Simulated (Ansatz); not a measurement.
Reaction (ligand exchange at a Ge–C bond): `CO[CH2][GeH3]` + `CO[SiH2]N` → `CO[SiH2][NH][GeH3]` + dimethyl ether

Calculated with Ansatz (gas phase, PBE0-D4/def2-TZVP geometries, no zero-point term in ΔE). CCSD(T)/CBS is the MP2 limit (def2-TZVPP, def2-QZVPP) plus CCSD(T) − MP2 in def2-TZVPP, frozen cores. This one scheme is used for every species. DFT in def2-TZVPP. For Ge outer-core shells are correlated without core-valence functions, which leaves a few kJ/mol of doubt a bond. Scalar relativity is left out up to krypton. One conformer a species, not always the lowest.

(1) Is it downhill or uphill in electronic energy at CCSD(T)/CBS, and by how much? (Estimate.)

(2) What do these levels give: PBE-D4, r2SCAN-D4, B2PLYP, PBE, CCSD(T)/def2-TZVPP, MP2/def2-QZVPP? (Estimate.)

Largest T1 diagnostic among the species: 0.011.

Results:

(1) Computed: Downhill: ΔE = -30.8 kJ/mol.

(2) Computed: PBE-D4 -25.4, r2SCAN-D4 -30.2, B2PLYP -32.3, PBE -23.8, CCSD(T)/def2-TZVPP -33.9, MP2/def2-QZVPP -33.0 kJ/mol.

From PBE to PBE0 (25 % exact exchange), in def2-TZVPP and without D4, ΔE moves by −3.8 kJ/mol. In def2-TZVPP, CCSD(T) changes the Hartree–Fock value by +9.9 kJ/mol (the triples alone add +0.7 kJ/mol) and MP2 by +9.2 kJ/mol.
